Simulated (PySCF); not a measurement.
C7H12SSi: core ionisation energies

C7H12SSi.
Numbering: `[CH3:1][CH:2]([CH3:3])[SiH2:4][c:5]1[cH:6][cH:7][cH:8][s:9]1`

Method: delta-SCF UKS SCAN, pcX-2 on the ionised atom, pcseg-1 elsewhere, spin-free X2C (PySCF 2.14.0). Binding energies are ΔSCF values: E(core-ionised, relaxed orbitals) − E(ground state) at a fixed geometry, referred to the vacuum level.

What binding energy does each computed site have?

| atom(s) | environment | level | binding energy (eV) | 2p1/2 (eV) | above the level's lowest (eV) | count |
| --- | --- | --- | --- | --- | --- | --- |
| C1/C3 | methyl carbon | C 1s | 290.39 | – | +0.42 | 2 |
| C2 | sp3 carbon bound to silicon | C 1s | 289.97 | – | 0.00 | 1 |
| Si4 | SiH2 silicon | Si 2p3/2 | 106.18 | 106.80 | 0.00 | 1 |
| Si4 | SiH2 silicon | Si 1s | 1845.98 | – | 0.00 | 1 |
| C5 | substituted aromatic carbon | C 1s | 290.07 | – | +0.10 | 1 |
| C6 | aromatic CH carbon | C 1s | 290.16 | – | +0.19 | 1 |
| C7 | aromatic CH carbon | C 1s | 290.25 | – | +0.28 | 1 |
| C8 | aromatic CH next to a ring sulfur | C 1s | 290.50 | – | +0.53 | 1 |
| S9 | thiophene-type sulfur | S 1s | 2477.67 | – | 0.00 | 1 |

The listed C 1s values span 0.53 eV, from C2 (bonded to 2 C, H and Si) to C8 (bonded to S (aromatic in the SMILES), C (aromatic in the SMILES) and H). The widest gap between neighbouring values is 0.14 eV, between 290.25 and 290.39 eV. Summing the Pauling electronegativity differences to the bonded atoms, each weighted by its formal bond order, gives -1.00 for the lowest site and -0.30 for the highest; no listed site has a larger sum than the highest. The smallest sum, -1.05, belongs to C1/C3, 0.42 eV above the lowest.

Which photon energy gives electrons from Si 2p3/2 of Si4 a kinetic energy of 20 eV, and what is their de Broglie wavelength?

hν = 106.18 + 20 = 126.18 eV, recoil neglected; λ = 12.264 Å/√(E/eV) = 2.74 Å.

Give the binding energy of Si 2p3/2 of Si4 in hartree and in kJ/mol.

106.18 eV = 3.9020 Eh = 10245 kJ/mol.

Topologically equivalent atoms share the value of their first member; where this conformer doesn't relate them by symmetry, their own values could differ. Not every level is listed. Spin–orbit coupling isn't in the SCF: each 2p doublet comes from a relaxed spin-free hole plus a matrix of the shell (mean-field spin–orbit coupling and the ground-state 2p splitting), with 2p3/2 averaged over its two sublevels. 2p1/2 minus 2p3/2 (ligand field included): Si 0.62 eV. Isolated species at its PBE0-D3(BJ)/def2-SVP geometry (one conformer only).

Time: 7.0 min of wall time; peak memory 0.69 GiB. Hardware: Arm Neoverse N1, one thread, shared host with 64 logical CPUs at a one-minute load of 57.

Shape of the structure used: `[CH3:1][CH:2]([CH3:3])[SiH2:4][c:5]1[cH:6][cH:7][cH:8][s:9]1`: C1–C2–Si4–C5 -57°, C2–Si4–C5–C6 111°.
